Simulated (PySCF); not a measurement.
## PbI⁺: one state, many levels of theory

State: ¹Σ⁺ (singlet), closed shell. Set-up: Pb def2-SVP with ECP60, I def2-SVP with ECP28; scalar-relativistic core potentials (PySCF 2.14). De refers to Pb⁺ + I in their high-spin ground configurations, without counterpoise correction. A positive dipole points towards I; it is taken about the centre of mass and depends on that origin.

```json
{"Level": "RHF", "Re (Å)": "2.711", "ωe (cm⁻¹)": "204", "De (eV)": "n/a", "μ (D)": "-4.90"}
{"Level": "RHF-MP2", "Re (Å)": "2.703", "ωe (cm⁻¹)": "209", "De (eV)": "n/a", "μ (D)": "n/a"}
{"Level": "RHF-SCS-MP2", "Re (Å)": "2.710", "ωe (cm⁻¹)": "206", "De (eV)": "n/a", "μ (D)": "n/a"}
{"Level": "RHF-CCSD", "Re (Å)": "2.714", "ωe (cm⁻¹)": "204", "De (eV)": "n/a", "μ (D)": "n/a"}
{"Level": "RHF-CCSD(T)", "Re (Å)": "2.722", "ωe (cm⁻¹)": "200", "De (eV)": "n/a", "μ (D)": "n/a"}
{"Level": "PBE", "Re (Å)": "2.724", "ωe (cm⁻¹)": "195", "De (eV)": "n/a", "μ (D)": "-3.35"}
{"Level": "BLYP", "Re (Å)": "2.754", "ωe (cm⁻¹)": "188", "De (eV)": "n/a", "μ (D)": "-3.31"}
{"Level": "TPSS", "Re (Å)": "2.720", "ωe (cm⁻¹)": "196", "De (eV)": "n/a", "μ (D)": "-3.58"}
{"Level": "r²SCAN", "Re (Å)": "2.706", "ωe (cm⁻¹)": "202", "De (eV)": "n/a", "μ (D)": "-3.66"}
{"Level": "PBE0", "Re (Å)": "2.697", "ωe (cm⁻¹)": "205", "De (eV)": "n/a", "μ (D)": "-3.78"}
{"Level": "M06", "Re (Å)": "2.717", "ωe (cm⁻¹)": "202", "De (eV)": "n/a", "μ (D)": "-3.67"}
```

What does the step from GGA to meta-GGA do here, going from PBE to r²SCAN?

r²SCAN less PBE: -1.8 pm in Re, +3.6 % in ωe. 

What does second-order correlation do here, going from RHF to RHF-MP2?

RHF-MP2 less RHF: -0.8 pm in Re, +2.5 % in ωe. Correlation nearly always deepens the well. The bond shortens, as in weak, metallic or heavy-atom bonds, where dispersion and the correlation of outer-core electrons pull the atoms together.

What does all correlation do here, going from RHF to RHF-CCSD(T)?

RHF-CCSD(T) less RHF: +1.1 pm in Re, -2.0 % in ωe. Correlation nearly always deepens the well. The bond lengthens, as in strong covalent bonds, where excitations into antibonding orbitals dominate.

Correlated steps freeze 8 core orbitals. These are scalar-relativistic numbers at best; spin–orbit coupling would shift them, the dissociation energy most.
